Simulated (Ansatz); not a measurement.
Q: Name a neutral molecule of Al, C, F, N and H with LUMO energy (B3LYP/def2-TZVPP) between -1.40 and -1.10 eV and size of the dipole moment (PBE/def2-TZVPP) between 1.55 and 1.85 D (Ansatz, PBE0-D4/def2-TZVP geometry).

A: `N[CH]1[CH2][Al]1[F]` (-1.32 eV, 1.74 D); `FC[NH][AlH2]` (-1.24 eV, 1.65 D). Other molecules can fit too; these were computed, each in one conformer that needn't be the lowest.

B3LYP here is the variant with VWN-RPA as its local correlation; programs differ in this.
